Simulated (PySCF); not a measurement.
**Ionisation energy of Cu²³⁺ by level of theory**

Cu²³⁺ [He] 2s2 2p2 (3P) → Cu²⁴⁺ [He] 2s2 2p1 (2P), as a difference of total energies. All numbers are calculated (PySCF 2.14, the spin-free X2C one-electron Hamiltonian (Gaussian nucleus), in an uncontracted even-tempered set (19 s from 5.5 bohr⁻², ratio 2.2; 11 p from 7.2 bohr⁻², ratio 2.2; 6 d from 30 bohr⁻², ratio 2.4; 5 f from 45 bohr⁻², ratio 2.4; 4 g from 68 bohr⁻², ratio 2.4)). Correlated levels: nothing frozen; virtual orbitals above 40 to 60 times the deepest correlated orbital energy dropped. The calculations carry no spin-orbit coupling.

| method | ionisation energy (eV) |
| --- | --- |
| UHF | 2176.5 |
| LDA | 2175.0 |
| PBE | 2176.2 |
| PBE0 | 2176.5 |
| r2SCAN | 2178.3 |
| BLYP | 2176.9 |
| BHandHLYP | 2177.3 |
| MP2 (all electrons) | 2176.3 |
| SCS-MP2 (all electrons) | 2175.9 |

A first-order spin-orbit estimate (lowest level to lowest level, LS coupling) adds -0.524 eV.

For comparison: 2179.4 ± 1.5 eV (semi-empirical (NIST evaluation); NIST Atomic Spectra Database, ionization energies).
